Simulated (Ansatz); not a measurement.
Consider the ligand exchange at a Ti–I bond: `[Cl][Ti]([Cl])([I])[I]` + HCl → `[Cl][Ti]([Cl])([Cl])[I]` + HI.

Calculated with Ansatz (gas phase, PBE0-D4/def2-TZVP geometries, no zero-point term in ΔE). CCSD(T)/CBS adds triple-zeta CCSD(T) − MP2 to the extrapolated MP2 energy (def2 sets, frozen cores). This one scheme is used for every species. DFT in def2-TZVPP. def2 core potentials past Kr. For I, Ti outer-core shells are correlated without core-valence functions, which leaves a few kJ/mol of doubt a bond. Scalar relativity is left out up to krypton.

| level | ΔE (kcal/mol) |
| --- | --- |
| LDA (SPW92) | -1.6 |
| revPBE | -1.9 |

Problem. What does CCSD(T)/CBS give? (Best estimate.)

Solution. Ansatz gave: +0.3 kcal/mol. The listed levels differ from it by -1.9, -2.2 kcal/mol.

Problem. What do rigid-rotor, harmonic-oscillator terms from PBE0-D4/def2-TZVP frequencies (298.15 K, 1 bar) make of the CCSD(T)/CBS value? (An estimate is asked.)

Solution. Computed: ΔZPE = -0.5 kcal/mol, ΔH = -0.4 kcal/mol, ΔS = -4 J/(mol·K), ΔG = -0.2 kcal/mol.

Largest T1 diagnostic among the species: 0.024, so the coupled-cluster value is less sure than usual.

Leaving LDA and LC-ωPBE aside and taking each functional with its dispersion term where it has one, the values, not all of them listed here, spread over 4.9 kcal/mol, from B97M-V to PBE-QIDH. The D4 term adds +1.3 kcal/mol with B3LYP and +0.7 kcal/mol with PBE0; it sums over pairs of atoms, weighted by their polarisabilities, and B3LYP, whose exchange is more repulsive, gets the larger term. In def2-TZVPP, CCSD(T) changes the Hartree–Fock value by +4.8 kcal/mol (the triples alone add +1.9 kcal/mol) and MP2 by +9.4 kcal/mol.

CCSD(T)/CBS has its own doubt, a few kJ/mol and more with outer-core shells, so smaller differences from it don't rank the levels.

B3LYP here is the variant with VWN-RPA as its local correlation; programs differ in this.
